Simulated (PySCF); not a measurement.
# How methods differ on the ionisation energy of Gd²⁺

Gd²⁺ [Xe] 4f7 5d1 (9D) → Gd³⁺ [Xe] 4f7 (8S), as a difference of total energies. Calculation: PySCF 2.14, in x2c-TZVPPall; the spin-free X2C one-electron Hamiltonian (Gaussian nucleus). The calculations carry no spin-orbit coupling.

| method | ionisation energy (eV) | difference from reference (eV) |
| --- | --- | --- |
| UHF | 19.492 | -1.048 |
| BP86 | 20.494 | -0.046 |
| PW91 | 20.505 | -0.035 |
| LC-wPBE | 20.356 | -0.184 |

Reference: 20.54 ± 0.03 eV (semi-empirical (NIST evaluation); NIST Atomic Spectra Database, ionization energies).

The reference lies between the lowest fine-structure levels, while these numbers refer to the centres of the terms.
